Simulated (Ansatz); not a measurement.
Gas-phase electronic energies from Ansatz, PBE0-D4/def2-TZVP geometries. CBS: MP2 limit from def2 TZ/QZ plus the TZ coupled-cluster correction, frozen cores. Functionals use def2-TZVPP. For Ge outer-core shells are correlated without core-valence functions, which leaves a few kJ/mol of doubt a bond. Scalar relativity is left out up to krypton. Each species was taken in one conformer, which may not be the lowest.

`N[SiH](Cl)O[SiH3]` + `[OH][GeH2][SH]` → `[SiH3][O][GeH2][SH]` + `N[SiH](O)Cl`  (ligand exchange at the Si–O bond)

| level | ΔE (kJ/mol) |
| --- | --- |
| PBE-D4 | 2.6 |
| HF/CBS(def2) | 5.3 |

Task: What does CCSD(T)/CBS give? (Estimate.)

Result: Computed: +1.9 kJ/mol. The listed levels differ from it by 0.7, 3.4 kJ/mol.

Largest T1 diagnostic among the species: 0.012.

In def2-TZVPP, CCSD(T) changes the Hartree–Fock value by −3.3 kJ/mol (the triples alone add −0.5 kJ/mol) and MP2 by −3.8 kJ/mol.
